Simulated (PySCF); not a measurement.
Gas-phase reaction: 2 GeSe + 5 H2 → 2 H2Se + 2 GeH3

Method: PySCF energies (xtb for GFN2) plus ideal-gas RRHO corrections (1 bar). † marks an energy on the PBE0/def2-TZVP geometry and frequencies; other levels use their own. CCSD(T) freezes the core. 6-31G* has spherical d functions here. Open shells (unrestricted): GeH3 (multiplicity 2); the rest are closed-shell singlets. GFN2 has no spin-polarisation term. B3LYP is the form with VWN-RPA correlation. Ge, Se: all electrons, no relativistic terms. GeH3: computed as isolated molecules; such fragments, hydroxides, amides, oligomers or adducts are transient or little studied in the gas. CCSD(T) isn't extrapolated to the basis-set limit; its ΔH°(298 K) is 176.3 kJ in def2-SVP and 189.8 kJ in def2-TZVPP. The harmonic model lacks anharmonicity and excited electronic states, which grow with temperature; levels with a mode under 35 cm⁻¹ are left out.

```csv
level,"ΔE electronic, kJ","ΔH°(298 K), kJ","ΔS°(298 K), J/K","ΔG°(2500 K), kJ"
B3LYP/6-31G*,237,252,-249,939
BLYP/def2-TZVP†,270,289,-249,977
CCSD(T)/def2-SVP†,157,176,-249,865
CCSD(T)/def2-TZVPP†,171,190,-249,878
GFN2-xTB,267,282,-253,963
HF/6-31G*,53,76,-249,775
M06-2X/def2-TZVP†,190,209,-249,897
PBE0/def2-QZVP†,139,158,-249,846
PBE0/def2-SVP†,105,124,-249,813
PBE0/def2-TZVP,144,163,-249,851
```
ΔH° is lowest at HF/6-31G* and highest at BLYP/def2-TZVP†. No reference value is set beside these.
